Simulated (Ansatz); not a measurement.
Mulliken charges of CH₆GeTe (`[GeH3][CH2][TeH]`) from PBE/def2-TZVPP in Ansatz (PBE0-D4/def2-TZVP geometry).

```tsv
atom	x (Å)	y (Å)	z (Å)	charge (e)
Ge1	-0.556	0.904	-0.863	0.069
C2	0.496	-0.464	0.064	-0.392
Te3	-0.242	-0.798	2.049	0.052
H4	-2.027	0.465	-0.939	0.000
H5	-0.003	1.088	-2.286	-0.007
H6	-0.464	2.235	-0.100	0.000
H7	1.533	-0.139	0.132	0.152
H8	0.441	-1.402	-0.487	0.152
H9	0.911	-1.935	2.415	-0.026
```

Q: By hand: the dipole of these point charges (1 e Å = 4.8032 D).

A: Σ q r = (0.031, 0.011, -0.079) e Å, of length 0.086 e Å = 0.41 D.

Q: How does the dipole of the full density compare? (An estimate is asked.)

A: Ansatz gave: (0.145, -0.041, -0.170) e Å, 1.09 D; the point charges give 0.38 times that, at 26° from its direction.

Point charges leave out the atoms' own dipoles, such as those of lone pairs, and Mulliken's split depends on the basis, so the two needn't agree.
